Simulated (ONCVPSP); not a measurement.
# zirconium (Zr): excitation energies, all-electron against ONCV

```json
{
  "Element": "Zr (Z = 40)",
  "Generator": "ONCVPSP 4.0.1",
  "Type": "optimised norm-conserving Vanderbilt (ONCV)",
  "Functional": "PBEsol",
  "Relativity": "scalar-relativistic",
  "Frozen core": "[Ar] 3d10",
  "Valence charge": "12",
  "Reference configuration": "4s2 4p6 4d2 5s2",
  "Partial waves": "4s+5s: rc 2.25 bohr, ncon 3, nbas 6, qcut 5.7 1/bohr, 2 projectors; 4p: rc 1.70 bohr, ncon 3, nbas 7, qcut 6.3 1/bohr, 2 projectors, debl 2.4 Ha; 4d: rc 2.45 bohr, ncon 5, nbas 9, qcut 5.1 1/bohr, 2 projectors, debl 3.5 Ha",
  "Local potential": "polynomial inside 1.65 bohr (lpopt 5, dvloc0 -1 Ha)",
  "Core correction": "Teter function, fcfact 2.25, rcfact 1.25"
}
```

Energies are relative to the spin-unpolarised reference configuration 4s2 4p6 4d2 5s2; without spin polarisation the order of configurations can differ from experiment.

```
valence configuration  charge  ΔE all-electron (eV)  error AE − PS (meV)
      4s2 4p6 4d2 5s1      +1                 7.171                 -1.9
      4s2 4p6 4d2 5s0      +2                20.081                 -7.6
  4s2 4p6 4d2.5 5s1.5       0                 0.521                 +0.5
```

What are ΔE and the potential's error for 4s2 4p6 4d1 5s0?

ΔE = 42.666 eV all-electron; the error (AE − PS) is +2.8 meV.
